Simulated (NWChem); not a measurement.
System: C$_{2}$H$_{6}$ClGe cation

Here is an NWChem input.

```
start job
memory heap 200 mb stack 900 mb global 1100 mb
charge 1
geometry units angstroms noautoz
  C      0.142510    -1.757418    -1.152423
  Ge     0.001171     0.000069    -0.349451
  C     -0.142993     1.757430    -1.152198
  Cl     0.003896     0.000151     1.757881
  H      1.075156    -2.215911    -0.804756
  H      0.131603    -1.671973    -2.241332
  H     -0.700054    -2.361936    -0.798185
  H      0.694933     2.365508    -0.793257
  H     -0.126492     1.672598    -2.241084
  H     -1.079551     2.211543    -0.809153
end
basis spherical
  * library 6-31g*
end
dft
  xc kt2
  iterations 150
  mulliken
end
task dft energy
```

Parts of the log:

```
             Northwest Computational Chemistry Package (NWChem) 7.3.0
             --------------------------------------------------------

 C1  symmetry detected

                             Geometry "geometry" -> ""
                             -------------------------

 Output coordinates in angstroms (scale by  1.889725989 to convert to a.u.)

  No.       Tag          Charge          X              Y              Z
 ---- ---------------- ---------- -------------- -------------- --------------
    1 C                    6.0000    -1.76321611    -1.11030369    -0.00020757
    2 Ge                  32.0000    -0.00000027    -0.30745185     0.00015964
    3 C                    6.0000     1.76320821    -1.11032139    -0.00007085
    4 Cl                  17.0000     0.00000588     1.79988190    -0.00004198
    5 H                    1.0000    -2.29572264    -0.76136192     0.89175273
    6 H                    1.0000    -1.67724341    -2.19922305    -0.00264664
    7 H                    1.0000    -2.29747592    -0.75726255    -0.88945954
    8 H                    1.0000     2.30144112    -0.75019050     0.88385707
    9 H                    1.0000     1.67724338    -2.19918714     0.01101558
   10 H                    1.0000     2.29171358    -0.76855745    -0.89724355

 Effective nuclear repulsion energy (a.u.)     358.4088212633

                                 NWChem DFT Module
                                 -----------------

 Summary of "ao basis" -> "ao basis" (spherical)
 ------------------------------------------------------------------------------
       Tag                 Description            Shells   Functions and Types
 ---------------- ------------------------------  ------  ---------------------
 C                           6-31g*                  6       14   3s2p1d
 Ge                          6-31g*                 12       32   5s4p3d
 Cl                          6-31g*                  8       18   4s3p1d
 H                           6-31g*                  2        2   2s

            General Information
            -------------------
          SCF calculation type: DFT
          Wavefunction type:  closed shell.
          No. of atoms     :    10
          No. of electrons :    66
           Alpha electrons :    33
            Beta electrons :    33
          Charge           :     1
          Spin multiplicity:     1
          Use of symmetry is: off; symmetry adaption is: off
          Maximum number of iterations: 150
          AO basis - number of functions:    90
                     number of shells:    44
          Convergence on energy requested:  1.00D-06
          Convergence on density requested:  1.00D-05
          Convergence on gradient requested:  5.00D-04

              XC Information
              --------------
                          KT2 Method XC Functional
                        Slater Exchange Functional  1.072 local
                           KT1 gradient correction  1.000 non-local
            Perdew 1991 LDA Correlation Functional  0.577 local

             Grid Information
             ----------------
          Grid used for XC integration:  medium
          Radial quadrature: Mura-Knowles
          Angular quadrature: Lebedev.
          Tag              B.-S. Rad. Rad. Pts. Rad. Cut. Ang. Pts.
          ---              ---------- --------- --------- ---------
          C                   0.70       49          11.0       434
          Ge                  1.25      112           8.0       590
          Cl                  1.00       88          11.0       590
          H                   0.35       45          11.0       434
          Grid pruning is: on
          Number of quadrature shells:   568
          Spatial weights used:  Erf1

      Superposition of Atomic Density Guess
      -------------------------------------

 Sum of atomic energies:       -2612.78192272

 Renormalizing density from      67.00 to     66

      Non-variational initial energy
      ------------------------------

 Total energy =   -2590.407241
 1-e energy   =   -4282.317544
 2-e energy   =    1333.501482
 HOMO         =      -0.645956
 LUMO         =      -0.345815

     ---------------------------------------------
      Total Density - Mulliken Population Analysis
     ---------------------------------------------

    Atom       Charge   Shell Charges
 -----------   ------   -------------------------------------------------------
    1 C    6     6.80   2.00  0.75  2.11  0.66  1.25  0.02
    2 Ge  32    31.33   2.00  2.00  6.00  2.00  6.02  1.43  1.53  0.05  0.08  7.28  2.64  0.30
    3 C    6     6.80   2.00  0.75  2.11  0.66  1.25  0.02
    4 Cl  17    17.21   2.00  2.00  5.99  1.48  3.95  0.45  1.33  0.01
    5 H    1     0.65   0.43  0.22
    6 H    1     0.64   0.43  0.22
    7 H    1     0.65   0.43  0.22
    8 H    1     0.65   0.43  0.22
    9 H    1     0.64   0.43  0.22
   10 H    1     0.65   0.43  0.22

   convergence    iter        energy       DeltaE   RMS-Dens  Diis-err
 ---------------- ----- ----------------- --------- --------- ---------
 d= 0,ls=0.0,diis     1  -2629.6669259210 -2.99D+03  1.84D-02  2.57D+00
 d= 0,ls=0.0,diis     2  -2629.5355962723  1.31D-01  1.46D-02  4.25D+00
 d= 0,ls=0.0,diis     3  -2629.7920661227 -2.56D-01  5.20D-03  1.39D-01
 d= 0,ls=0.0,diis     4  -2629.8150324462 -2.30D-02  1.14D-03  1.08D-02
 d= 0,ls=0.0,diis     5  -2629.8167596366 -1.73D-03  1.77D-04  2.13D-04
  Resetting Diis
 d= 0,ls=0.0,diis     6  -2629.8167822286 -2.26D-05  5.82D-05  3.32D-05
 d= 0,ls=0.0,diis     7  -2629.8167874346 -5.21D-06  3.23D-05  1.90D-06
 d= 0,ls=0.0,diis     8  -2629.8167870473  3.87D-07  2.27D-05  4.25D-06
 d= 0,ls=0.0,diis     9  -2629.8167876899 -6.43D-07  5.24D-06  2.01D-07

         Total DFT energy =    -2629.816787689865
      One electron energy =    -4337.263925182983
           Coulomb energy =     1482.678038406772
    Exchange-Corr. energy =     -133.639722176992
 Nuclear repulsion energy =      358.408821263339

 Numeric. integr. density =       66.000017090394

                       DFT Final Molecular Orbital Analysis
                       ------------------------------------

 Vector   31  Occ=2.000000D+00  E=-5.224759D-01
              MO Center=  1.2D-06, -1.9D-01,  2.0D-04, r^2= 4.3D+00
   Bfn.  Coefficient  Atom+Function         Bfn.  Coefficient  Atom+Function
  ----- ------------  ---------------      ----- ------------  ---------------
    25      0.443439   2 Ge px               67      0.355891   4 Cl px
     3     -0.279168   1 C  px               49     -0.279168   3 C  px
    21     -0.168870   2 Ge px               71      0.155461   4 Cl px
     7     -0.137695   1 C  px               53     -0.137696   3 C  px
    63     -0.136695   4 Cl px               85     -0.087623   8 H  s

 Vector   32  Occ=2.000000D+00  E=-5.005187D-01
              MO Center=  1.2D-06,  1.5D+00, -1.8D-04, r^2= 1.8D+00
   Bfn.  Coefficient  Atom+Function         Bfn.  Coefficient  Atom+Function
  ----- ------------  ---------------      ----- ------------  ---------------
    69      0.698229   4 Cl pz               73      0.334794   4 Cl pz
    65     -0.267078   4 Cl pz               27      0.198415   2 Ge pz
    23     -0.071167   2 Ge pz                5     -0.069632   1 C  pz
    51     -0.069628   3 C  pz               43      0.056876   2 Ge d -1
     9     -0.048648   1 C  pz               55     -0.048642   3 C  pz

 Vector   33  Occ=2.000000D+00  E=-4.732994D-01
              MO Center=  5.5D-06,  9.4D-01, -3.3D-05, r^2= 3.5D+00
   Bfn.  Coefficient  Atom+Function         Bfn.  Coefficient  Atom+Function
  ----- ------------  ---------------      ----- ------------  ---------------
    67      0.640536   4 Cl px               71      0.309812   4 Cl px
    63     -0.243261   4 Cl px               25     -0.219984   2 Ge px
     3      0.178867   1 C  px               49      0.178865   3 C  px
     7      0.108145   1 C  px               53      0.108141   3 C  px
     4      0.090443   1 C  py               50     -0.090449   3 C  py

 Vector   34  Occ=0.000000D+00  E=-3.308756D-01
              MO Center= -3.1D-06, -1.8D-01,  3.1D-04, r^2= 3.0D+00
   Bfn.  Coefficient  Atom+Function         Bfn.  Coefficient  Atom+Function
  ----- ------------  ---------------      ----- ------------  ---------------
    27      0.832246   2 Ge pz               31      0.278481   2 Ge pz
    69     -0.279563   4 Cl pz               23     -0.273597   2 Ge pz
    73     -0.200848   4 Cl pz               80     -0.133526   5 H  s
    90      0.134103  10 H  s                84      0.133217   7 H  s
    86     -0.132621   8 H  s                65      0.103319   4 Cl pz

 Vector   35  Occ=0.000000D+00  E=-2.617802D-01
              MO Center=  4.4D-06, -4.0D-02, -7.5D-04, r^2= 4.0D+00
   Bfn.  Coefficient  Atom+Function         Bfn.  Coefficient  Atom+Function
  ----- ------------  ---------------      ----- ------------  ---------------
    28     -0.717261   2 Ge s                24      0.705073   2 Ge s
     6      0.398173   1 C  s                52      0.398175   3 C  s
    68     -0.393639   4 Cl py               72     -0.381428   4 Cl py
    70      0.342479   4 Cl s                26     -0.296217   2 Ge py
     7      0.263455   1 C  px               53     -0.263464   3 C  px

 Vector   36  Occ=0.000000D+00  E=-1.881231D-01
              MO Center= -2.2D-09, -7.6D-01, -2.0D-04, r^2= 4.3D+00
   Bfn.  Coefficient  Atom+Function         Bfn.  Coefficient  Atom+Function
  ----- ------------  ---------------      ----- ------------  ---------------
    30      0.718468   2 Ge py               26      0.693589   2 Ge py
     6      0.533766   1 C  s                52      0.533761   3 C  s
    28     -0.491739   2 Ge s                70     -0.369563   4 Cl s
    72      0.297883   4 Cl py               68      0.252151   4 Cl py
    86     -0.224975   8 H  s                80     -0.221340   5 H  s

     ---------------------------------------------
      Total Density - Mulliken Population Analysis
     ---------------------------------------------

    Atom       Charge   Shell Charges
 -----------   ------   -------------------------------------------------------
    1 C    6     6.63   2.00  0.70  2.06  0.69  1.16  0.02
    2 Ge  32    31.53   2.00  2.00  6.00  2.00  6.00  1.41  1.75  0.04  0.11  6.95  2.85  0.43
    3 C    6     6.63   2.00  0.70  2.06  0.69  1.16  0.02
    4 Cl  17    16.91   2.00  2.00  5.98  1.46  3.58  0.49  1.40  0.02
    5 H    1     0.71   0.51  0.20
    6 H    1     0.72   0.51  0.21
    7 H    1     0.71   0.51  0.20
    8 H    1     0.71   0.51  0.20
    9 H    1     0.72   0.51  0.21
   10 H    1     0.71   0.51  0.20

     -------------------------------------------
      Total Density - Lowdin Population Analysis
     -------------------------------------------

    Atom       Charge   Shell Charges
 -----------   ------   -------------------------------------------------------
    1 C    6     6.50   1.99  0.59  1.87  0.47  1.54  0.04
    2 Ge  32    31.41   2.00  2.00  5.99  1.98  5.89  0.91  1.49  0.28  0.51  6.73  3.00  0.63
    3 C    6     6.50   1.99  0.59  1.87  0.47  1.54  0.04
    4 Cl  17    16.88   2.00  2.00  5.91  1.19  3.28  0.61  1.86  0.02
    5 H    1     0.78   0.47  0.31
    6 H    1     0.79   0.47  0.32
    7 H    1     0.78   0.47  0.31
    8 H    1     0.78   0.47  0.31
    9 H    1     0.79   0.47  0.32
   10 H    1     0.78   0.47  0.31

     Multipole analysis of the density
     ---------------------------------

     L   x y z        total         alpha         beta         nuclear
     -   - - -        -----         -----         ----         -------
     0   0 0 0      1.000000    -33.000000    -33.000000     67.000000

     1   1 0 0     -0.000010     -0.000005     -0.000005     -0.000000
     1   0 1 0     -1.335761     -0.667881     -0.667881      0.000000
     1   0 0 1     -0.000562     -0.000281     -0.000281      0.000000

     2   2 0 0    -21.664977   -125.161214   -125.161214    228.657450
     2   1 1 0     -0.000047      0.000077      0.000077     -0.000201
     2   1 0 1     -0.003497      0.000794      0.000794     -0.005085
     2   0 2 0    -24.732377   -163.905630   -163.905630    303.078883
     2   0 1 1      0.001750     -0.002205     -0.002205      0.006159
     2   0 0 2    -27.612841    -19.471450    -19.471450     11.330059
```

Level: KT2/6-31G* (spherical d). Coordinates come from a B3LYP/6-31G* (spherical d) optimisation.
